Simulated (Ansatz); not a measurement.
Input for Ansatz (a first-principles code):
Ansatz 0.2 input:
```yaml
crystal:
  periodic: [false, false, false]
  atoms:
    - {symbol: Cl, position_ang: [-0.00000000, -0.00000000, -0.07094563]}
    - {symbol: H, position_ang: [0.00000000, 0.00000000, 1.20607566]}
basis:
  gaussian:
    orbitals: def2-SVPD
magnetization: {spin_polarized: false}
correlation: {method: ccsd_t}
```

**Question.** What T1 diagnostic does CCSD(T)/def2-SVPD (Ansatz) give?

**Answer.** 0.007

**Question.** What MP2 correlation energy does CCSD(T)/def2-SVPD give?

**Answer.** -0.1584 Eh

**Question.** What is the computed coupled-cluster correlation energy (without the perturbative part) (CCSD(T)/def2-SVPD)?

**Answer.** -0.1750 Eh

**Question.** Predict the number of basis functions from CCSD(T)/def2-SVPD.

**Answer.** 35
